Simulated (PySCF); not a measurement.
Compound: W(CMe)(NH2)3, C2H9N3W (singlet state).
Bonds: W1–C2, W1–N7, W1–N10, W1–N13, C2–C3. Hydrogens: H4, H5, H6 on C3; H8, H9 on N7; H11, H12 on N10; H14, H15 on N13.

The calculation used PBE0-D3(BJ)/def2-SVP geometry optimisation, gas phase, def2 core potentials past Kr in PySCF 2.14.0.

**Question.** How far are the bound atoms from W1?

**Answer.** 4 atoms: C2 1.748 Å, N13 1.965 Å, N7 1.965 Å, N10 1.966 Å. The nearest atom not counted as bound is H8, at 2.65 Å (others tie with it).

**Question.** List the angles at W1.

**Answer.** 
```tsv
angle	degrees	distance of the outer atoms (Å)
N10–W1–N13	115.7	3.33
N7–W1–N10	115.6	3.33
N7–W1–N13	115.2	3.32
C2–W1–N13	102.4	2.90
C2–W1–N10	102.4	2.90
C2–W1–N7	102.4	2.90
```

**Question.** What is the shape at W1?

**Answer.** Distorted tetrahedral: angles from 102.4° to 115.7°; τ4 = (360° − α − β)/141° = 0.91 with α and β the two widest (0 for a square, 1 for a tetrahedron).

**Question.** What are the other bond lengths?

**Answer.** C2–C3 1.472 Å; C3–H4, C3–H5, C3–H6 1.103 Å; N7–H8 and 5 like bonds 1.016 Å.

**Question.** Give some angles away from the centre.

**Answer.** W1–C2–C3 179.9°.

**Question.** What are the rotational constants (commonest isotopes, rigid rotor)?

**Answer.** A = 2585, B = 1673, C = 1669 MHz: a prolate symmetric top.

Point group: C3v (tolerance 0.08 Å). Charge 0, singlet. Whether it is a minimum is left open (no frequencies).

Time: 2.2 min of wall time; peak memory 0.57 GiB. Hardware: one thread of an Arm Neoverse V1, shared host. That covers the optimisation of the geometry.
